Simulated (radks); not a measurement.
Charge is removed step by step from the 4s down level of the selenium ion Se+, starting from [Ar] 3d10 4s(up 1, down 1) 4p3. Method: scalar-relativistic Kohn-Sham, PBE, spin-polarised, spherical densities, point nucleus; open shells are filled with parallel spins first; computed with a radial shooting solver on a logarithmic mesh with Libxc functionals.

| removed (e) | E - E(0) (eV) | eigenvalue (eV) | E minus straight line (eV) |
|---|---|---|---|
| 0 | 0.000 | -25.061 | 0.000 |
| 0.25 | 6.581 | -27.601 | -0.985 |
| 0.5 | 13.805 | -30.216 | -1.327 |
| 0.75 | 21.695 | -32.929 | -1.003 |
| 1 | 30.264 | -35.455 | 0.000 |

Removing the whole electron costs 30.264 eV by Delta-SCF, against 25.061 eV from minus the eigenvalue at the starting occupation. Slater's transition state (half an electron removed) gives 30.216 eV. Integrating minus the eigenvalue over the occupation (Janak's theorem) gives 30.256 eV. In this scalar-relativistic scheme the density is built from large components alone, so the theorem holds only approximately. The mean slope of the eigenvalue, de/dn, is 10.4 eV per electron.
